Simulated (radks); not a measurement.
Question: The mean radii <r> (bohr) of the occupied orbitals of an atom or ion are listed with their occupations. All-electron calculation, scalar-relativistic Kohn-Sham, SCAN, spin-unpolarised, spherical densities, finite nucleus; meta-GGA in the generalised Kohn-Sham scheme; Fermi nuclear charge, rms radius of each element as measured or else 0.836 A^(1/3) + 0.57 fm. Program: a radial shooting solver on a logarithmic mesh with Libxc functionals.

orbital  occ.      <r>
1s          2  0.02274
2s          2  0.09681
2p          6  0.08532
3s          2   0.2512
3p          6   0.2488
3d         10   0.2256
4s          2   0.5169
4p          2   0.5290

Name the element and its charge.

Answer: Z = 62, samarium, charge +30: Sm30+ in [Ar] 3d10 4s2 4p2. The 1s radius gives Z: for a bare nucleus <r> = (2 gamma + 1)/(2Z) with gamma = sqrt(1 - (Z/c)^2), 0.02245 bohr for Z = 62, and screening makes it slightly larger (0.02274 here). The occupations add up to 32, and the charge is Z minus that.
